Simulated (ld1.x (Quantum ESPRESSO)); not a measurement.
# Before and after: TM potential for Ge

```json
{"Element": "Ge (Z = 32)", "Generator": "ld1.x (Quantum ESPRESSO) 7.5", "Type": "norm-conserving Troullier–Martins (Kleinman–Bylander form)", "Functional": "LDA (PZ)", "Relativity": "scalar-relativistic", "Frozen core": "[Ar] 3d10", "Valence charge": "4", "Reference configuration": "4s2 4p0.5 (charge +1.5)", "Partial waves": "4s (bound): rc 1.60 bohr; 4p (bound): rc 1.85 bohr; 4d channel at 0.1 Ry: rc 1.80 bohr", "Local potential": "the d channel", "Core correction": "Bessel-smoothed model core inside 1.00 bohr"}
```

All-electron outer shells of the reference configuration (LDA (PZ), scalar-relativistic, ld1.x):

```json
{"shell": "4s", "level (eV)": "-24.76", "outermost node (bohr)": "0.77", "outermost maximum (bohr)": "1.69"}
{"shell": "4p", "level (eV)": "-15.68", "outermost node (bohr)": "0.82", "outermost maximum (bohr)": "2.01"}
```

Change: all radii but the core radius scaled by about 0.82 (s 1.32, p 1.52, d 1.48 bohr).

Cutoffs: the cutoffs (Ry, on a coarse ladder) from which the occupation-weighted sum of valence levels, in a spherical-Bessel basis at the reference potential, stays within 10 and 1 mRy of its value at 400 Ry; they do not see the model core or the augmentation charge, which bear on the density cutoff. Errors are all-electron minus pseudo energies relative to the spin-unpolarised reference configuration.

Task: Predict the effect on cutoff, ghosts and configuration errors.

Result: The potential gets harder (18 Ry and 45 Ry → 45 Ry and 100 Ry); both files keep a bound ghost (p, s); of the 9 tests that both files solve, the error grows in 0 and shrinks in 7 by more than 15 % and 0.3 meV (median size 7.3 → 6.1 meV). A smaller radius makes the pseudo-wave follow the all-electron one further in, where it bends more sharply, so more plane waves are needed. Less of the atom is replaced, so other configurations are described better.

```tsv
quantity	base	changed
cutoff, loose	18 Ry	45 Ry
cutoff, tight	45 Ry	100 Ry
loose cutoff by channel (10 mRy a level)	s 15 Ry, p 15 Ry	s 40 Ry, p 35 Ry
bound ghosts	s, p	s, p
error for 4s2 4p2, meV [ΔE -14.41 eV]	-18	-10
error for 4s2 4p1, meV [ΔE -6.78 eV]	-3.0	-1.8
error for 4s2 4p0, meV [ΔE 8.94 eV]	-7.3	-6.1
error for 4s2 4p1.5, meV [ΔE -11.52 eV]	-11	-6.3
error for 4s1 4p2, meV [ΔE 2.00 eV]	-4.2	-3.7
error for 4s2 4p2.3, meV [ΔE -15.34 eV]	-22	-12
error for 4s1 4p3, meV [ΔE -6.37 eV]	-5.9	-2.5
error for 4s2 4p0.5 (spin-polarised), meV [ΔE -0.05 eV]	-0.3	-0.4
error for 4s2 4p2 (spin-polarised), meV [ΔE -14.98 eV]	-21	-12
```

 A true bound ghost makes a file unfit for plane-wave use even where its test errors are small: the radial tests pick states by their node count and pass the ghost by.
